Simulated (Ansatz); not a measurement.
Calculated with Ansatz (gas phase, PBE0-D4/def2-TZVP geometries, no zero-point term in ΔE). CBS: MP2 limit from def2 TZ/QZ plus the TZ coupled-cluster correction, frozen cores. This one scheme is used for every species. DFT in def2-TZVPP. One conformer a species, not always the lowest.

`B[SiH]1[C@@H](F)[C@@H]1F` + `[NH2][AlH][OH]` → `B[O][AlH][NH2]` + `F[C@H]1[SiH2][C@@H]1F`  (cleavage of the B–Si bond)

```json
{"level": "PBE0-D4", "ΔE (kcal/mol)": "-31.8"}
{"level": "ωB97X-V", "ΔE (kcal/mol)": "-34.9"}
{"level": "ωB97M-V", "ΔE (kcal/mol)": "-35.4"}
{"level": "CCSD/def2-TZVPP", "ΔE (kcal/mol)": "-35.1"}
```

What does CCSD(T)/CBS give? (Estimate.)

Ansatz gave: -33.7 kcal/mol. The listed levels differ from it by 1.9, -1.2, -1.7, -1.4 kcal/mol.

Largest T1 diagnostic among the species: 0.016.

In def2-TZVPP, CCSD(T) changes the Hartree–Fock value by +7.0 kcal/mol (the triples alone add +1.2 kcal/mol) and MP2 by +5.9 kcal/mol. From PBE to PBE0 (25 % exact exchange), in def2-TZVPP and without D4, ΔE moves by −2.5 kcal/mol.
